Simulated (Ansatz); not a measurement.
Single points on [Al(CCH)4]- (C8H4Al⁻).

```yaml
crystal:
  periodic: [false, false, false]
  atoms:
    - {symbol: Al, position_ang: [0.001300, 0.002455, -0.004725]}
    - {symbol: C, position_ang: [-0.004496, -0.000110, 1.975121]}
    - {symbol: C, position_ang: [-0.011820, -0.007838, 3.211297]}
    - {symbol: H, position_ang: [-0.018157, -0.015645, 4.292043]}
    - {symbol: C, position_ang: [1.869925, 0.003377, -0.659596]}
    - {symbol: C, position_ang: [3.037497, 0.002249, -1.065839]}
    - {symbol: H, position_ang: [4.058701, 0.001284, -1.419781]}
    - {symbol: C, position_ang: [-0.930311, 1.619600, -0.666246]}
    - {symbol: C, position_ang: [-1.510795, 2.631252, -1.075952]}
    - {symbol: H, position_ang: [-2.018192, 3.516155, -1.433196]}
    - {symbol: C, position_ang: [-0.930855, -1.614855, -0.664903]}
    - {symbol: C, position_ang: [-1.515826, -2.626578, -1.068007]}
    - {symbol: H, position_ang: [-2.026980, -3.511335, -1.420225]}
basis:
  gaussian: {orbitals: def2-TZVPD, initial_orbitals: start.molden}
total_charge: -1
hamiltonian: {xc: {name: B97M-V}}
scf: {omitted_lower_state_checks: [starts]}
output: {orbitals: {seedname: orbitals}}
```

The file start.molden holds the orbitals of an earlier run on this structure, at another level or in another basis.

```sh
$ ansatz run in.yaml --threads 4 --pin off --events-out ev --progress --plain --max-ram 4787MiB
```

Shortened log:

```
Functional definition: B97M-V
1860 factors; their error is unknown
mean field evaluation 1: about -14955.9618 eV, gradient 1.9e1 eV
mean field evaluation 2: about -14956.2111 eV, gradient 2.9e-1 eV
mean field evaluation 4: about -14956.2008 eV, gradient 1.2e-3 eV
mean field -14956.20083990 eV, -549.6302431894 hartree, gradient 2.4e-5 eV, S^2 0.000000; 0 other end points of the search recorded, 0 dependent functions left out
reference -14956.20093721 eV, -549.6302467653 hartree; 33, 33 occupied and 342, 342 virtual orbitals, 1860 factors
Total energy: -14956.20093721 eV, -549.6302467653 hartree
Checks for a lower state left out: starts
```

Run time 25 s (4 threads of Arm Neoverse V1 on a shared host), peak host memory 0.81 GiB.

First input, but with `hamiltonian: {xc: r2scan, dispersion: d4}`, `output: {forces: true, orbitals: {seedname: orbitals}}` (abridged; 15 s):

```
Functional definition: r2SCAN
mean field -14951.46639537 eV, -549.4562555618 hartree, gradient 2.0e-5 eV, S^2 0.000000
Total energy: -14951.56717592 eV, -549.4599591789 hartree
Atom 0 force     0.001097     0.002395    -0.006051 eV/Å
Atom 1 force    -0.012192    -0.013337     1.549280 eV/Å
Atom 2 force     0.007932     0.006398    -1.148447 eV/Å
Atom 3 force     0.004048     0.006432    -0.584381 eV/Å
Atom 4 force     1.461926    -0.004070    -0.506909 eV/Å
Atom 5 force    -1.084148     0.001542     0.379683 eV/Å
Atom 6 force    -0.553108     0.000925     0.189661 eV/Å
Atom 7 force    -0.725933     1.267685    -0.509713 eV/Å
Atom 8 force     0.539434    -0.939624     0.382077 eV/Å
Atom 9 force     0.274143    -0.479543     0.191534 eV/Å
Atom 10 force    -0.735094    -1.268303    -0.498000 eV/Å
Atom 11 force     0.545111     0.940272     0.372591 eV/Å
Atom 12 force     0.276784     0.479230     0.188676 eV/Å
Dipole moment:    -0.000798    -0.001917     0.004003 e Å
Checks for a lower state left out: starts
```

The first input with `hamiltonian: {xc: {name: B3LYP}, dispersion: d4}` (abridged; 13 s):

```
Functional definition: B3LYP
mean field -14958.31652116 eV, -549.7079930416 hartree, gradient 2.4e-5 eV, S^2 0.000000
Total energy: -14958.88745316 eV, -549.7289744057 hartree
Checks for a lower state left out: starts
```

The first input with `hamiltonian: {xc: pbe0, dispersion: d4}` (abridged; 13 s):

```
Functional definition: PBE0
mean field -14943.43126495 eV, -549.1609699653 hartree, gradient 1.3e-5 eV, S^2 0.000000
Total energy: -14943.74347659 eV, -549.1724435315 hartree
Checks for a lower state left out: starts
```

The first input with `gaussian: {orbitals: 6-31G}`, `hamiltonian: {xc: hf}` (abridged; 0.8 s):

```
Functional definition: HF
mean field -14882.38673560 eV, -546.9176248892 hartree, gradient 1.2e-5 eV, S^2 0.000000
Total energy: -14882.38673560 eV, -546.9176248892 hartree
Checks for a lower state left out: starts
```

Geometry: PBE-D4/def2-SVPD.

B3LYP takes the VWN-RPA correlation.
